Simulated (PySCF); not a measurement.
Worked example: chemical shift, span and skew from a shielding tensor

C2H6O2, SMILES C(O)CO. Atoms are numbered in the order given.

```xyz
10

O      1.3521    -0.5122    -0.0233
C      0.6142     0.6780    -0.2555
C     -0.8330     0.2540    -0.4344
O     -1.2990    -0.4357     0.6986
H      2.2233    -0.2822     0.3202
H      0.6845     1.3670     0.6085
H      0.9705     1.2166    -1.1567
H     -1.4680     1.1433    -0.5799
H     -0.9093    -0.3636    -1.3542
H     -0.6127    -1.0902     0.8988
```
Charge 0, spin multiplicity 1.

Geometry optimised at B3LYP-D3(BJ)/def2-SVP. The values are those of a single conformer.

GIAO shieldings from PBE0/pcSseg-1 (PySCF), non-relativistic, no solvent. The symmetric part of the tensor of C2 has the principal values 97.6, 108.2, 144.8 ppm. The same nucleus in TMS has σ = 186.3 ppm at this level (PySCF, at its B3LYP-D3(BJ)/def2-TZVP geometry).

Task: Work out the isotropic shielding, the ¹³C shift against TMS, the span and the skew.

Result: 
σ(iso) = (σ11 + σ22 + σ33)/3 = 116.9 ppm. δ = σ(ref) − σ(iso) = 186.3 − (116.9) = 69.4 ppm.
Span Ω = σ33 − σ11 = 47.2 ppm. Skew κ = 3(σ(iso) − σ22)/Ω = 0.55. Tumbling in solution averages the tensor to δ; in a static solid the shielding alone would spread this spin-1/2 line over Ω.
